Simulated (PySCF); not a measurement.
SeO2F2.
Z-matrix (Å and degrees, PBE0-D3(BJ)/def2-SVP geometry), rows numbered from 1:
```
Se
O   1  1.5753
O   1  1.5755  2  127.19
F   1  1.7130  2  107.76  3  -130.22
F   1  1.7127  2  107.72  3   130.11
```

Level of theory: TDDFT CAM-B3LYP/def2-SVPD, vertical, gas phase, core orbitals frozen in the response (PySCF). Relativistic effects, spin–orbit coupling among them, are left out although an element past zinc is present.

Each state is given a Gaussian of 0.4 eV full width at half maximum, with ε(max) = 2.175×10⁸ f / Δν̃ (Δν̃ the width in cm⁻¹). The width is an assumption, not a result. The curve ends short of the highest state used, and states not computed would add to its high-energy end.

E (eV), ε (L mol⁻¹ cm⁻¹) and a bar:
```
     4.99          1 
     5.05          2 
     5.11          5 
     5.16         11 
     5.22         26 
     5.28         52 
     5.34         92 
     5.40        145 #
     5.46        201 #
     5.52        246 #
     5.58        265 #
     5.64        253 #
     5.70        213 #
     5.76        158 #
     5.82        104 #
     5.88         60 
     5.93         35 
     5.99         16 
     6.05          7 
     6.11          2 
     6.17          1 
     6.23          1 
     6.29          2 
     6.35          8 
     6.41         26 
     6.47         79 
     6.53        210 #
     6.59        494 ##
     6.64        917 ####
     6.70       1719 ########
     6.76       2844 ##############
     6.82       4156 ####################
     6.88       5364 ##########################
     6.94       6114 ##############################
     7.00       6156 ##############################
     7.06       5474 ###########################
     7.12       4299 #####################
     7.18       2981 ###############
     7.24       1826 #########
     7.30        988 #####
     7.35        539 ###
     7.41        232 #
     7.47         88 
     7.53         30 
     7.59          9 
     7.65          4 
     7.71          3 
     7.77          3 
     7.83          5 
     7.89          9 
     7.95         19 
     8.01         47 
     8.06         96 
     8.12        214 #
     8.18        429 ##
     8.24        765 ####
```

Problem. Where are the band maxima, and which computed states make them?

Solution. 222 nm (5.59 eV), ε about 270, made up of S1 (100%); 178 nm (6.97 eV), ε about 6200, made up of S3 (43%) and S4 (57%) (ε in L mol⁻¹ cm⁻¹; maxima over ε = 5, shares over 10%). At its high-energy end, 8.24 eV, the curve is still rising (ε about 760, from S7). The states used: S1 5.59 eV (f 0.0039); S2 5.77 eV (f 0.0000); S3 6.96 eV (f 0.040); S4 6.98 eV (f 0.053); S5 7.33 eV (f 0.0000); S6 7.93 eV (f 0.0001); S7 8.48 eV (f 0.030); S8 8.53 eV (f 0.0029); S9 8.81 eV (f 0.0000); S10 8.84 eV (f 0.060).

Problem. What would ε be at 6.97 eV, the highest of these maxima, with half the width (0.2 eV)?

Solution. About 12400 L mol⁻¹ cm⁻¹ against 6230, a factor of about 1.99; a lone state at its own centre would give exactly 2.

Problem. On this curve, what absorbance would a 10⁻⁵ mol/L sample give at 193 nm over a 1 cm path?

Solution. 193 nm is 6.424 eV, where ε is about 34 L mol⁻¹ cm⁻¹, so A = ε c l ≈ 0.00034 (Beer–Lambert, with the gas-phase spectrum and the assumed width).

Problem. Coming from long wavelengths, where does ε first pass 100 L mol⁻¹ cm⁻¹?

Solution. At about 232 nm (5.35 eV), 0.24 eV below S1.
